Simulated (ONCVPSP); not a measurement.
How hard is this cerium ONCV potential?

Ce (Z = 58), optimised norm-conserving Vanderbilt (ONCV), made with ONCVPSP 4.0.1 (PBE, scalar-relativistic). Core [Kr] 4d10 4f1, reference 5s2 5p6 5d1 6s2. Waves: 5s+6s: rc 2.05 bohr, ncon 3, nbas 8, qcut 5.8 1/bohr, 2 projectors; 5p: rc 2.60 bohr, ncon 4, nbas 8, qcut 5.4 1/bohr, 2 projectors, debl 2.2 Ha; 5d: rc 2.90 bohr, ncon 5, nbas 10, qcut 5.1 1/bohr, 3 projectors, debl 2 Ha. Local part: polynomial inside 1.70 bohr (lpopt 5, dvloc0 0 Ha). Core correction: Teter function fitted to the true core (icmod 2), fcfact 0.45.

Problem. For each optimised wave give the share of its norm inside rc, the residual kinetic energy above qcut (Ha) and the cutoffs (Ha) for errors of 10, 1, 0.1 and 0.01 mHa per electron.

Solution.

```
         wave  norm inside rc  residual KE  10 mHa  1 mHa  0.1 mHa  0.01 mHa
           5s           0.863      2.0e-06     9.0   11.7     13.7      15.9
           6s           0.045      9.2e-07     6.8   10.4     12.9      15.0
           5p           0.909      2.2e-07     3.8    5.6     10.0      12.0
p projector 2           0.222      1.0e-05     4.4    9.6     12.7      14.8
           5d           0.572      5.7e-08     4.5    6.3      8.0       9.2
d projector 2           0.170      1.2e-06     6.0    7.8      9.0      10.1
d projector 3           0.146      7.7e-05     7.3    9.3     12.2      47.1
```

The occupied waves need 12 Ha and 14 Ha for 1 and 0.1 mHa. Note: no bound ghost flagged; GHOST(+) flagged for s at 89.2 eV.
